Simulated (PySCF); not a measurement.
B3LYP has the VWN-RPA correlation part, as in Gaussian. Excitations are Tamm–Dancoff values on a coarser integration grid. The basis has no diffuse functions, so Rydberg states are missing or too high.

Cartesian coordinates (Å):
SMILES: COCB
```xyz
11

B      1.9457    -0.0853     0.3219
C      0.5347     0.2827    -0.1925
O     -0.4593    -0.6699     0.0733
C     -1.7154    -0.2892    -0.4128
H      2.1657    -1.1059     0.9012
H      2.8302     0.6956     0.1201
H      0.6140     0.4860    -1.2803
H      0.2665     1.2711     0.2339
H     -2.0581     0.6502     0.0450
H     -1.7023    -0.1536    -1.5040
H     -2.4218    -1.0817    -0.1638
```
Charge 0, multiplicity 1.

Q: Estimate the HOMO, LUMO and T1 excitation (TDA) that PySCF with B3LYP-D3(BJ)/def2-TZVP // PBE0-D4/def2-TZVP returns for this input.

A: 
```json
{
  "HOMO": "-7.30 eV",
  "LUMO": "-1.61 eV",
  "T1 excitation (TDA)": "4.57 eV"
}
```
